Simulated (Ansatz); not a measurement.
C3H10Si, charge +1, doublet, geometry from GFN2-xTB (a state made from the parent by changing its charge; the spin is typed, not shown lowest); Ansatz (a first-principles code) with HF/6-31G*.

Input for Ansatz:
Ansatz 0.2 input:
```yaml
crystal:
  periodic: [false, false, false]
  atoms:
    - {symbol: Si, position_ang: [-0.09004045, 0.19550955, 0.40782768]}
    - {symbol: C, position_ang: [-0.75572686, 1.48807674, -0.85697543]}
    - {symbol: C, position_ang: [1.59996491, -0.20928248, -0.50392491]}
    - {symbol: C, position_ang: [-0.68829051, -1.62051310, 0.64814800]}
    - {symbol: H, position_ang: [-0.23332220, 0.83002552, 1.72473783]}
    - {symbol: H, position_ang: [-0.71155802, 1.09867282, -1.87078784]}
    - {symbol: H, position_ang: [-1.79130555, 1.69404878, -0.59559516]}
    - {symbol: H, position_ang: [-0.20264979, 2.42342105, -0.81968458]}
    - {symbol: H, position_ang: [2.16687217, -0.87585565, 0.13653713]}
    - {symbol: H, position_ang: [1.42900590, -0.67939526, -1.46720735]}
    - {symbol: H, position_ang: [2.13212562, 0.72584380, -0.63897701]}
    - {symbol: H, position_ang: [-0.64059043, -2.17269530, -0.28685009]}
    - {symbol: H, position_ang: [-1.72028968, -1.57954478, 0.98942010]}
    - {symbol: H, position_ang: [-0.10340694, -2.15134165, 1.39533344]}
basis:
  gaussian:
    orbitals: 6-31G*
hamiltonian:
  xc: hf
total_charge: 1
magnetization: {spin_polarized: true, initial_magnetization: 1}
accuracy: high
```

Problem. Write the output that Ansatz gives for this input, abridged.

Solution. 
```
Functional definition: HF
2076 factors; integrals over basis functions are off by at most 3.7e-9 eV
mean field evaluation 1: about -11098.4273 eV, gradient 2.6e1 eV
mean field evaluation 2: about -11098.4789 eV, gradient 2.6e1 eV
mean field evaluation 4: about -11102.2523 eV, gradient 2.5e0 eV
mean field evaluation 8: about -11102.5701 eV, gradient 2.9e-1 eV
mean field evaluation 16: about -11102.5773 eV, gradient 1.5e-8 eV
mean field evaluation 32: about -11102.0353 eV, gradient 1.3e0 eV
mean field evaluation 64: about -11102.5763 eV, gradient 1.5e-1 eV
mean field -11102.57726156 eV, -408.0121887653 hartree, gradient 1.5e-8 eV, S^2 0.769763; 0 other end points of the search recorded, 0 dependent functions left out
reference -11102.57726156 eV, -408.0121887653 hartree; 21, 20 occupied and 63, 64 virtual orbitals, 2076 factors
Total energy: -11102.57726156 eV, -408.0121887653 hartree
```
